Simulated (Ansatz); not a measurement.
An input meant for B3N3H12⁺, a cluster cut from wurtzite BN (hydrogen-capped) (charge 1, doublet).

```yaml
crystal:
  periodic: [false, false, false]
  atoms:
    - {symbol: B, position_ang: [-1.366218, -0.782916, 0.208906]}
    - {symbol: B, position_ang: [1.361463, -0.791853, 0.206454]}
    - {symbol: B, position_ang: [0.005314, 1.575614, 0.203075]}
    - {symbol: N, position_ang: [-0.005049, -1.484410, -0.225491]}
    - {symbol: N, position_ang: [-1.283073, 0.745684, -0.227138]}
    - {symbol: N, position_ang: [1.287482, 0.737276, -0.229407]}
    - {symbol: H, position_ang: [-0.007698, -2.414526, 0.215705]}
    - {symbol: H, position_ang: [-0.006634, -1.691724, -1.235789]}
    - {symbol: H, position_ang: [-2.309901, -1.324015, -0.376395]}
    - {symbol: H, position_ang: [-1.458091, -0.834774, 1.430449]}
    - {symbol: H, position_ang: [-1.462977, 0.847831, -1.237521]}
    - {symbol: H, position_ang: [-2.086808, 1.214199, 0.213622]}
    - {symbol: H, position_ang: [2.300505, -1.339086, -0.380623]}
    - {symbol: H, position_ang: [1.455319, -0.844412, 1.427816]}
    - {symbol: H, position_ang: [1.466258, 0.838266, -1.240106]}
    - {symbol: H, position_ang: [2.095041, 1.200523, 0.209926]}
    - {symbol: H, position_ang: [0.006761, 1.687764, 1.424034]}
    - {symbol: H, position_ang: [0.008315, 2.660577, -0.387529]}
basis:
  gaussian: {orbitals: cc-pVDZ, final_grid: {core_spheres: 20, valence_spheres: 16, degree: 47}}
total_charge: 1
magnetization: {spin_polarized: true, initial_magnetization: 1}
hamiltonian: {xc: {name: HF}}
correlation: {active_space: {window: {electrons: 40, orbitals: 30}}}
scf: {omitted_lower_state_checks: [starts]}
```

```sh
$ ansatz run in.yaml --threads 4 --pin off --events-out ev --progress --plain --max-ram 4787MiB
```

Problem. Predict how Ansatz answers.

Solution. The input was rejected before any iteration.
```
Error: invalid value for `correlation.active_space`: it starts from restricted Hartree–Fock orbitals; set hamiltonian.xc: hf without magnetization.spin_polarized
```
